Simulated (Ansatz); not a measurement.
A nudged elastic band was laid between two geometries of CH8AlClSi2 (13 atoms, charge 0, multiplicity 1).

Theory: RKS PBE0/6-31G* in Ansatz.

```json
{"movable images": "5", "climbing image": "yes", "spring": "5.0 eV/Å²", "optimiser": "quadratic models (default)", "start path": "IDPP", "force threshold": "0.05 eV/Å", "iteration limit": "55", "end points": "relaxed"}
```

Initial state:

```xyz
13
Properties=species:S:1:pos:R:3
C -1.219 1.128 1.347
Si -0.302 1.345 -0.291
Si 1.325 -0.330 -0.558
Al 0.421 -2.611 -0.686
Cl 2.468 0.119 -2.262
H -1.978 1.909 1.463
H -0.531 1.198 2.195
H -1.723 0.158 1.398
H 0.358 2.682 -0.353
H -1.263 1.262 -1.432
H 2.263 -0.220 0.605
H 0.721 -3.572 -1.919
H -0.520 -3.103 0.508
```

Final state:

```xyz
13
Properties=species:S:1:pos:R:3
C -0.954 1.190 1.499
Si -0.025 1.406 -0.132
Si 1.223 -0.521 -0.636
Al -0.119 -2.551 -0.974
Cl 2.409 -0.122 -2.324
H -1.644 0.341 1.457
H -1.538 2.088 1.726
H -0.259 1.022 2.328
H 0.896 2.578 -0.064
H -0.991 1.654 -1.244
H 2.180 -0.731 0.497
H -0.019 -3.421 -2.303
H -1.139 -2.967 0.184
```

(1) Which bonds break or form, and what moves?

(2) Give the energies along the band, and the barrier.

(3) What is the geometry of the highest image?

(4) What are the harmonic wavenumbers there?

Answers

(1) No bond is made or broken. The dihedral H8–C1–Si2–Si3 goes from -60 to 61°. The two ends are copies of one structure, up to a mirror image or an exchange of like atoms.

(2) The forces met the threshold. The highest image is number 3 of 0 to 6, 0.057 eV above the ends, which have the same energy within 2 meV. A vibrational analysis at the climbing image gives one clearly imaginary mode, 149i cm⁻¹: a first-order saddle point.

```csv
image,path coordinate (Å),energy (eV),dihedral H8–C1–Si2–Si3 (°)
0,0.00,0.000,-60
1,0.60,0.013,-40
2,1.19,0.042,-20
3,1.79,0.057,0
4,2.39,0.042,21
5,2.99,0.014,41
6,3.60,0.000,61
```

(3) 
```xyz
13
Properties=species:S:1:pos:R:3
C -0.986 1.179 1.494
Si -0.052 1.401 -0.142
Si 1.239 -0.500 -0.628
Al -0.070 -2.553 -0.960
Cl 2.430 -0.090 -2.308
H -2.066 1.252 1.333
H -0.698 1.959 2.206
H -0.783 0.210 1.963
H 0.850 2.588 -0.094
H -1.008 1.620 -1.268
H 2.193 -0.687 0.512
H 0.048 -3.418 -2.292
H -1.077 -2.996 0.198
```

(4) 149i, 38, 63, 77, 104, 115, 186, 334, 404, 419, 471, 528, 540, 610, 686, 693, 735, 765, 771, 873, 887, 946, 1329, 1494, 1495, 1915, 1943, 2201, 2236, 2246, 3082, 3166, 3176 cm⁻¹.

Time of the run: 95 s on 2 threads of Intel(R) Xeon(R) CPU @ 2.80GHz (Skylake/Cascade Lake) (shared host), peak memory 0.28 GiB.
